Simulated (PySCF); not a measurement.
SbH: script and output

Input:

```python
from pyscf import gto, scf, mp

mol = gto.M(
    atom='Sb 0 0 0; H 0 0 1.938',
    basis='ano-rcc-vdzp',
    charge=0,
    spin=2,
    symmetry=True,
    verbose=4,
)
mf = scf.UHF(mol)
mf = mf.sfx2c1e()
mf.kernel()
mp.MP2(mf).kernel()
mf.dip_moment()
print('orbital energies (hartree):', [e[max(0, n-3):n+3].round(4) for e, n in zip(mf.mo_energy, mol.nelec)])
```

```bash
$ OMP_NUM_THREADS=1 python input.py
```

Output (some set-up lines and the per-cycle HOMO/LUMO lines with their warnings removed):

```
PySCF version 2.14.0

[INPUT] Symbol           X                Y                Z      unit          X                Y                Z       unit  Magmom
[INPUT]  1 Sb     0.000000000000   0.000000000000   0.000000000000 AA    0.000000000000   0.000000000000   0.000000000000 Bohr   0.0
[INPUT]  2 H      0.000000000000   0.000000000000   1.938000000000 AA    0.000000000000   0.000000000000   3.662289229407 Bohr   0.0

nuclear repulsion = 13.9257160768421
point group symmetry = Coov
symmetry origin: [0.         0.         0.07042864]
symmetry axis x: [1. 0. 0.]
symmetry axis y: [0. 1. 0.]
symmetry axis z: [0. 0. 1.]
num. orbitals of irrep A1 = 18
num. orbitals of irrep E1x = 10
num. orbitals of irrep E1y = 10
num. orbitals of irrep E2x = 4
num. orbitals of irrep E2y = 4
num. orbitals of irrep E3x = 1
num. orbitals of irrep E3y = 1
number of shells = 6
number of NR pGTOs = 199
number of NR cGTOs = 48
basis = ano-rcc-vdzp
ecp = {}

******** <class 'pyscf.x2c.sfx2c1e.sfX2C1eSymAdaptedUHF'> ********
method = sfX2C1eSymAdaptedUHF
initial guess = minao
damping factor = 0
level_shift factor = 0
DIIS = <class 'pyscf.scf.diis.CDIIS'>
SCF conv_tol = 1e-09
SCF max_cycles = 50
number electrons alpha = 27  beta = 25

******** <class 'pyscf.x2c.sfx2c1e.SpinFreeX2CHelper'> ********
approx = 1e
xuncontract = 1
Freeze 0 electrons in irreps []
    52 free electrons in irreps A1 E1x E1y E2x E2y E3x E3y
init E= -6478.11751391255

cycle= 1 E= -6478.46176933588  delta_E= -0.344  |g|=  0.1  |ddm|= 1.32
cycle= 2 E= -6478.47272655944  delta_E= -0.011  |g|= 0.0417  |ddm|= 0.152
cycle= 3 E= -6478.47416842488  delta_E= -0.00144  |g|= 0.0182  |ddm|= 0.0512
cycle= 4 E= -6478.47461699591  delta_E= -0.000449  |g|= 0.00705  |ddm|= 0.0371
cycle= 5 E= -6478.47474181577  delta_E= -0.000125  |g|= 0.00487  |ddm|= 0.02
cycle= 6 E= -6478.47482598722  delta_E= -8.42e-05  |g|= 0.00346  |ddm|= 0.0198
cycle= 7 E= -6478.47490584899  delta_E= -7.99e-05  |g|= 0.00226  |ddm|= 0.0281
cycle= 8 E= -6478.47496628704  delta_E= -6.04e-05  |g|= 0.000607  |ddm|= 0.0449
cycle= 9 E= -6478.47496962916  delta_E= -3.34e-06  |g|= 0.000119  |ddm|= 0.0121
cycle= 10 E= -6478.47496967743  delta_E= -4.83e-08  |g|= 1.92e-05  |ddm|= 0.00119
cycle= 11 E= -6478.47496967803  delta_E= -6.04e-10  |g|= 3.5e-06  |ddm|= 6.04e-05
Extra cycle  E= -6478.47496967805  delta_E= -1.46e-11  |g|= 1.6e-06  |ddm|= 5.04e-06
converged SCF energy = -6478.47496967805  <S^2> = 2.0329129  2S+1 = 3.0218623

******** <class 'pyscf.mp.ump2.UMP2'> ********
nocc = (np.int64(27), np.int64(25)), nmo = (48, 48)
E(UMP2) = -6478.94714954437  E_corr = -0.4721798663231
E(SCS-UMP2) = -6478.89109360016  E_corr = -0.4161239221146
E_corr(same-spin) = -0.173644520161292
E_corr(oppo-spin) = -0.298535346161808
Dipole moment(X, Y, Z, Debye): -0.00000,  0.00000, -0.57632
orbital energies (hartree): [array([-0.3975, -0.3347, -0.3347,  0.0761,  0.2981,  0.3385]), array([-1.6189, -0.5968, -0.3901,  0.0211,  0.0211,  0.0967])]
```

In short: E(SCF) = -6478.474970 Eh, 11 cycles, E(MP2) − E(SCF) = -0.47218 Eh, ⟨S²⟩ = 2.033, μz(SCF) = -0.58 D.

It ran on Arm Neoverse V1 (1 thread, shared host) in 4.9 s, peak memory 0.14 GiB.

The bond length is a typed value, not an optimised one. No search for the lowest solution was made.
